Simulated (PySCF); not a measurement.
Identify the unknown among the candidates.

All candidates are C6H8O2.

| technique | computed result |
| --- | --- |
| UV, strongest line | among the 6 lowest singlet transitions: S2 at 5.67 eV (219 nm, f = 0.585) [TDDFT CAM-B3LYP/def2-SVPD] |
| Dipole | 2.32 D [CAM-B3LYP/def2-SVPD] |
| Polarisability | 87.7 au [CAM-B3LYP/def2-SVPD] |
| UV, first state | lowest singlet excitation: 5.20 eV (239 nm, f = 0.000) [TDDFT CAM-B3LYP/def2-SVPD] |
| Rotational structure | rotational constants A, B, C: 7.502, 0.874, 0.786 GHz [PBE0-D3(BJ)/def2-SVP] |

The electronic properties come from PySCF, for the isolated species, density fitting. Levels stand in brackets. Isolated species at its PBE0-D3(BJ)/def2-SVP geometry (one conformer only).

**Question.** Which candidate is it?
A. `CCOc1ccco1`
B. `COCc1ccoc1`
C. `COC1=CC(=O)CC1`
D. `C=COC(=O)/C=C/C`

**Answer.** D. It is `C=COC(=O)/C=C/C`. Numbering: `[CH2:1]=[CH:2][O:3][C:4](=[O:5])/[CH:6]=[CH:7]/[CH3:8]`. Its formula, C6H8O2, gives 3 degrees of unsaturation: 0 rings and 3 π bonds in the structure found. S1 is mainly HOMO−2→LUMO (weight 0.93); the largest Löwdin shares of the orbital it empties are 0.66 on the ester carbonyl oxygen, 0.09 on the ester single-bonded oxygen, 0.09 on the ester carbonyl carbon and 0.08 on an alkene CH carbon, of the orbital it fills 0.25 on an alkene CH carbon, 0.19 on the ester carbonyl carbon, 0.15 on an alkene CH carbon and 0.13 on the ester carbonyl oxygen. By its constants the optimised geometry is an asymmetric top.

The others, at the same levels:
- `CCOc1ccco1` fails: its computed lowest singlet excitation is 5.77 eV (215 nm, f = 0.016) (against 5.20 eV), static isotropic polarisability is 76.8 au (against 87.7 au) and rotational constant A is 5.083 GHz (against 7.502 GHz).
- `COCc1ccoc1` fails: its computed lowest singlet excitation is 6.27 eV (198 nm, f = 0.137) (against 5.20 eV), static isotropic polarisability is 75.6 au (against 87.7 au) and rotational constant A is 4.867 GHz (against 7.502 GHz).
- `COC1=CC(=O)CC1` fails: its computed lowest singlet excitation is 4.38 eV (283 nm, f = 0.000) (against 5.20 eV), static isotropic polarisability is 78.3 au (against 87.7 au) and rotational constant A is 4.484 GHz (against 7.502 GHz).

Each candidate is one conformer, not necessarily the lowest. The conformers computed, where there is a choice (atom-mapped SMILES and torsion angles):
- `[CH2:1]=[CH:2][O:3][C:4](=[O:5])/[CH:6]=[CH:7]/[CH3:8]`: C1–C2–O3–C4 180°, C2–O3–C4–O5 -1°, O3–C4–C6–C7 180°
- `[CH3:1][CH2:2][O:3][c:4]1[cH:5][cH:6][cH:7][o:8]1`: C1–C2–O3–C4 73°, C2–O3–C4–C5 -163°
- `[CH3:1][O:2][CH2:3][c:4]1[cH:5][cH:6][o:7][cH:8]1`: C1–O2–C3–C4 -67°, O2–C3–C4–C5 -52°
- `[CH3:1][O:2][C:3]1=[CH:4][C:5](=[O:6])[CH2:7][CH2:8]1`: C1–O2–C3–C4 0°
